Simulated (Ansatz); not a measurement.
One change: `[Cl][GaH][GeH3]` becomes `[SH][GaH][Cl]`.

Ansatz, PBE0-D4/def2-TZVP geometries, multiplicity 1. Each molecule was computed in one conformer, which needn't be the lowest.

Scalar relativity is left out up to krypton.

```csv
property,`[Cl][GaH][GeH3]`
HOMO energy (PBE0/def2-TZVPP) / eV,-7.81
HOMO energy (ωB97M-V/def2-TZVPP) / eV,-9.84
size of the dipole moment (ωB97M-V/def2-TZVPP) / D,2.03
HOMO–LUMO gap (PBE0/def2-TZVPP) / eV,5.75
HOMO–LUMO gap (PBE/def2-TZVPP) / eV,3.86
zero-point energy (PBE0-D4/def2-TZVP) / kJ/mol,81.4
```

(1) What does the change do to each property? (Best estimate.)

Results:

(1) Computed: 
```json
{"property": "HOMO energy (PBE0/def2-TZVPP) / eV", "`[SH][GaH][Cl]`": "-8.04", "shift": "-0.23"}
{"property": "HOMO energy (ωB97M-V/def2-TZVPP) / eV", "`[SH][GaH][Cl]`": "-10.21", "shift": "-0.37"}
{"property": "size of the dipole moment (ωB97M-V/def2-TZVPP) / D", "`[SH][GaH][Cl]`": "2.33", "shift": "0.30"}
{"property": "HOMO–LUMO gap (PBE0/def2-TZVPP) / eV", "`[SH][GaH][Cl]`": "6.59", "shift": "0.84"}
{"property": "HOMO–LUMO gap (PBE/def2-TZVPP) / eV", "`[SH][GaH][Cl]`": "4.63", "shift": "0.77"}
{"property": "zero-point energy (PBE0-D4/def2-TZVP) / kJ/mol", "`[SH][GaH][Cl]`": "46.4", "shift": "-35.0"}
```

With PBE0 the HOMO falls by 0.23 eV and the LUMO rises by 0.62 eV, so the gap widens by about 0.85 eV. PBE moves the HOMO by -0.15 eV and ωB97M-V by -0.37 eV. The zero-point energy changes by -35.0 kJ/mol with -6 modes. Dipoles are sizes alone; their direction can turn.
